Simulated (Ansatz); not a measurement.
Cost and result for the atomization energy of C2H6GeS, SMILES `C[CH]1[S][GeH2]1` (10 atoms, 10 bonds).

Cartesian coordinates in Å:
```
C -0.242 -0.650 1.221
C -0.494 -0.294 -0.219
S -1.277 1.358 -0.536
Ge 0.730 0.812 -1.228
H -1.186 -0.821 1.748
H 0.355 -1.564 1.292
H 0.287 0.149 1.743
H -0.983 -1.075 -0.795
H 0.912 0.617 -2.733
H 1.899 1.468 -0.494
```

Total charge 0; spin multiplicity 1. Correlated methods include outer-core shells of Ge, which these sets cover unevenly. Scalar relativity is left out up to krypton. All single points use the PBE0-D4/def2-TZVP geometry. Program: Ansatz. All runs use 4 threads of an Arm Neoverse V1 on a shared host. Times are those of one run each, without the atoms' runs, and a repeat can differ threefold. Electronic energies, without spin–orbit coupling; frozen cores. CCSD(T)/CBS adds CCSD(T) − MP2 in def2-TZVPP to the MP2 limit, and its time is that of the two runs behind it. T1 = 0.012. With those shells the extrapolation isn't a true limit. B3LYP takes the VWN-RPA correlation (the form of Gaussian; ORCA's B3LYP/G).

CCSD(T)/CBS is a level of theory with its own doubt, some kJ/mol a heavy atom from the limit and from the frozen cores, so smaller differences don't rank the functionals.

```csv
level,functions,wall time
PBE-D4/def2-TZVPP (with forces),236,3.2 s
PBE0-D4/def2-TZVPP,236,3.3 s
r2SCAN-D4/def2-TZVPP (with forces),236,5.5 s
B3LYP-D4/def2-TZVPP (with forces),236,5.5 s
B2PLYP/def2-TZVPP,236,6 s
ωB97X-V/def2-TZVPP,236,8.5 s
ωB97M-V/def2-TZVPP (with forces),236,13 s
MP2/def2-QZVPP,453,28 s
CCSD(T)/def2-TZVPP,236,2.4 min
CCSD(T)/CBS(def2),–,2.9 min
```

Task: What atomization energy does each give, and how far from CCSD(T)/CBS? (Best estimate.)

Result: Computed: 
```
                             level  atomization (kcal/mol)  difference from CCSD(T)/CBS  per bond
   PBE-D4/def2-TZVPP (with forces)                   833.3                         11.6       1.2
                PBE0-D4/def2-TZVPP                   822.7                          1.0       0.1
r2SCAN-D4/def2-TZVPP (with forces)                   823.5                          1.8       0.2
 B3LYP-D4/def2-TZVPP (with forces)                   814.5                         -7.2      -0.7
                 B2PLYP/def2-TZVPP                   807.4                        -14.3      -1.4
                ωB97X-V/def2-TZVPP                   822.8                          1.1       0.1
  ωB97M-V/def2-TZVPP (with forces)                   819.2                         -2.5      -0.2
                    MP2/def2-QZVPP                   821.6                         -0.1       0.0
                CCSD(T)/def2-TZVPP                   801.7                        -20.0      -2.0
                 CCSD(T)/CBS(def2)                   821.7                          0.0       0.0
```

From PBE to PBE0 (25 % exact exchange), in def2-TZVPP and without D4, the atomization energy moves by −9.7 kcal/mol: exact exchange takes away binding that semilocal exchange gives to molecules. In def2-TZVPP, CCSD(T) changes the Hartree–Fock value by +210.9 kcal/mol (the triples alone add +13.6 kcal/mol) and MP2 by +219.2 kcal/mol; breaking electron pairs costs correlation energy, which Hartree–Fock lacks. The D4 term adds +8.8 kcal/mol with B3LYP and +4.5 kcal/mol with PBE0; it sums over pairs of atoms, weighted by their polarisabilities, and B3LYP, whose exchange is more repulsive, gets the larger term.
